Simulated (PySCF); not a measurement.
## Calculated data, AlB2H4, CH6AlB2

All values are calculated (PySCF 2.14.0). Calculation on a computer-drawn molecule: the log of a Hartree-Fock and frozen-core CCSD(T) single point meant for a local Hartree-Fock minimum, with one planted fault or none, to be diagnosed. Offsets are logged minus clean, where the clean run is the same molecule without the fault. The reference is restricted for singlets and unrestricted otherwise, and also for a bond in bohr or an excited solution. Adding or removing an electron swaps singlet and doublet. The excited solution moves the top pair (singlet) or top alpha electron (doublet) to the lowest empty orbital. Highest occupied and lowest empty are orbital energies over both spins, largest force is the largest gradient component, triples share is (T) over the correlation energy, the T1 limit is 0.02 restricted and 0.045 unrestricted, electrons count all cores, a negative frequency is imaginary (commonest isotopes), and the dipole is about the centre of nuclear charge.

Common to all runs: meant charge 0; meant multiplicity 2; meant basis cc-pV(D+d)Z; logged SCF converged yes; possible faults no fault, one electron removed, one electron added, multiplicity raised by two, geometry at a saddle point, SCF held on an excited solution, minimal basis STO-3G, one bond length entered in bohr, all coordinates scaled.

(1) 
```xyz
7
formula=AlB2H4 logged_electrons=27 logged_basis_functions=71 logged_spin_squared=0.7589 logged_highest_occupied=-4.1758 logged_lowest_empty=-2.794 logged_largest_force=0.039751 logged_dipole_magnitude=3.2699 logged_SCF_stable_within_its_kind=no logged_energy_HF=-293.37766 planted_fault=SCF_held_on_an_excited_solution HF_energy_offset_from_clean_run=88.98
B     -2.7290     0.2045    -0.1398
B     -1.1388     0.3063    -0.4829
Al     0.9153     0.4366    -0.9266
H     -3.3258    -0.8305    -0.2828
H     -3.3359     1.1621     0.2630
H      1.6720     1.8103    -0.7286
H      1.6832    -0.8405    -1.4541
```

Units: logged_highest_occupied, logged_lowest_empty in eV; logged_largest_force in hartree/bohr; logged_dipole_magnitude in debye; logged_energy_HF in hartree; HF_energy_offset_from_clean_run in kcal/mol.

Drawn bonds:
| atom | other atom | order |
| --- | --- | --- |
| 1 | 2 | 1 |
| 2 | 3 | 1 |
| 1 | 4 | 1 |
| 1 | 5 | 1 |
| 3 | 6 | 1 |
| 3 | 7 | 1 |

Notes: coupled-cluster numbers left out as unreliable.

(2) 
```xyz
7
formula=AlB2H4 logged_electrons=27 logged_basis_functions=23 logged_spin_squared=0.7581 logged_highest_occupied=-6.0931 logged_lowest_empty=5.8969 logged_largest_force=0.038988 logged_T1_diagnostic=0.019067 logged_D1_diagnostic=0.079542 logged_triples_share=0.014343 logged_CC_converged=yes logged_dipole_magnitude=1.5373 logged_SCF_stable_within_its_kind=yes logged_energy_HF=-289.95365 logged_energy_CCSD(T)=-290.08532 planted_fault=minimal_basis_STO-3G HF_energy_offset_from_clean_run=2238 CCSD(T)_energy_offset_from_clean_run=2318
B     -2.7290     0.2045    -0.1398
B     -1.1388     0.3063    -0.4829
Al     0.9153     0.4366    -0.9266
H     -3.3258    -0.8305    -0.2828
H     -3.3359     1.1621     0.2630
H      1.6720     1.8103    -0.7286
H      1.6832    -0.8405    -1.4541
```

Units: logged_highest_occupied, logged_lowest_empty in eV; logged_largest_force in hartree/bohr; logged_dipole_magnitude in debye; logged_energy_HF, logged_energy_CCSD(T) in hartree; HF_energy_offset_from_clean_run, CCSD(T)_energy_offset_from_clean_run in kcal/mol.

Drawn bonds:
| atom | other atom | order |
| --- | --- | --- |
| 1 | 2 | 1 |
| 2 | 3 | 1 |
| 1 | 4 | 1 |
| 1 | 5 | 1 |
| 3 | 6 | 1 |
| 3 | 7 | 1 |

(3) 
```xyz
10
formula=CH6AlB2 logged_electrons=34 logged_basis_functions=95 logged_spin_squared=0 logged_highest_occupied=-15.481 logged_lowest_empty=-6.6481 logged_largest_force=0.048006 logged_T1_diagnostic=0.014298 logged_D1_diagnostic=0.047938 logged_triples_share=0.025028 logged_CC_converged=yes logged_dipole_magnitude=5.261 logged_SCF_stable_within_its_kind=yes logged_energy_HF=-332.29019 logged_energy_CCSD(T)=-332.69311
B      1.6653     0.0821     2.5776
B      1.0961     0.0020     1.0539
Al     0.3593    -0.1018    -0.9233
C     -1.5597     0.0425    -1.3286
H      2.8438    -0.0086     2.8046
H      0.9173     0.2339     3.5086
H      1.4115    -0.3032    -2.0924
H     -2.1863     0.1810    -0.4428
H     -1.7476     0.8847    -2.0057
H     -1.9112    -0.8567    -1.8490
```

Units: logged_highest_occupied, logged_lowest_empty in eV; logged_largest_force in hartree/bohr; logged_dipole_magnitude in debye; logged_energy_HF, logged_energy_CCSD(T) in hartree.

Drawn bonds:
| atom | other atom | order |
| --- | --- | --- |
| 1 | 2 | 1 |
| 2 | 3 | 1 |
| 3 | 4 | 1 |
| 1 | 5 | 1 |
| 1 | 6 | 1 |
| 3 | 7 | 1 |
| 4 | 8 | 1 |
| 4 | 9 | 1 |
| 4 | 10 | 1 |

**Q.** Which fault was planted in the run of CH6AlB2 (entry 3)?
**A.** one electron removed

Further results for CH6AlB2 (entry 3):

- HF energy offset from clean run: 174.4 kcal/mol
- CCSD(T) energy offset from clean run: 185.7 kcal/mol
